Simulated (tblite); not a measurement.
A tight-binding relaxation on `B[CH2][GeH2][S]CC#CC`.

Computed with GFN2-xTB geometry optimisation, gas phase (tblite 0.8.0). Start geometry: from a force field or distance geometry. A driver script takes a list of jobs; this job's settings line and coordinates (Å) are shown.

Command:
```bash
OMP_NUM_THREADS=1 python probes_run.py task.json out
```

Input:
```
{"job": {"kind": "relax", "xc": "GFN2-xTB", "basis": "xTB"}, "charge": 0, "multiplicity": 1}
B      3.722200     1.141500    -0.657800
C      2.892000    -0.058600    -0.107300
Ge     1.243500     0.421700     0.780600
S      0.308000    -1.506200     1.416400
C     -0.882600    -1.989500     0.133900
C     -1.985500    -1.022300     0.126800
C     -2.884300    -0.198800     0.134800
C     -3.964500     0.799100     0.140300
H      4.287000     0.959500    -1.689400
H      3.796300     2.219200    -0.170600
H      2.592700    -0.762700    -0.929100
H      3.493700    -0.701400     0.592200
H      0.249900     1.034600    -0.256300
H      1.395600     1.389000     1.949500
H     -0.300000    -1.912400    -0.825600
H     -1.310500    -2.988600     0.300100
H     -3.719800     1.606500    -0.603500
H     -4.905100     0.272700    -0.140200
H     -4.038600     1.306000     1.138000
```

Output:
```
step      E/eV     max force
  0    -616.11877    1.818
  1    -616.25031    3.397
  2    -616.31982    2.460
  3    -616.39750    0.442
  4    -616.41997    0.325
  5    -616.44631    0.582
  6    -616.46101    0.398
  7    -616.47186    0.231
  8    -616.47863    0.200
  9    -616.48581    0.278
... (55 lines left out)
 65    -616.61453    0.014
 66    -616.61457    0.015
 67    -616.61461    0.014
 68    -616.61465    0.015
 69    -616.61469    0.014
 70    -616.61471    0.010
 71    -616.61473    0.012
 72    -616.61475    0.011
 73    -616.61477    0.011
 74    -616.61479    0.009
```

«max force» is the largest atomic force in eV/Å.

Problem. From which step on does the largest force stay under 0.1 eV/Å, and how much energy is left to gain from there?

Solution. From step 45 (0.054 eV/Å), 4.7 meV above the end.

Main results: energy lowered by 11.4 kcal/mol over 74 steps; largest atomic force 0.009 eV/Å at the end.

Problem. Where do the atoms end?

Solution. 0.298 Å rms from the input after alignment:
```
atom  x, y, z in Å
B1     3.6443    1.1363   -0.6841
C2     3.0467   -0.1570   -0.0827
Ge3    1.2642    0.3247    0.7015
S4     0.2669   -1.4859    1.5201
C5    -0.9010   -1.8798    0.1317
C6    -1.9984   -0.9527    0.0812
C7    -2.8859   -0.1452    0.0998
C8    -3.9786    0.8008    0.0945
H9     3.4274    1.4217   -1.7978
H10    4.2758    1.8586   -0.0149
H11    2.8525   -0.9514   -0.8056
H12    3.6150   -0.5793    0.7476
H13    0.3269    0.9315   -0.3232
H14    1.4017    1.3249    1.8278
H15   -0.3362   -1.8816   -0.8020
H16   -1.2516   -2.8886    0.3513
H17   -3.7957    1.5822   -0.6424
H18   -4.9115    0.2936   -0.1501
H19   -4.0724    1.2565    1.0798
```

Problem. How long does this job take on one thread, Arm Neoverse N1 (aarch64), no GPU, on a shared host?

Solution. About 1.1 s.
Labels such as C1 count atoms from 1, the log's own numbers from 0.
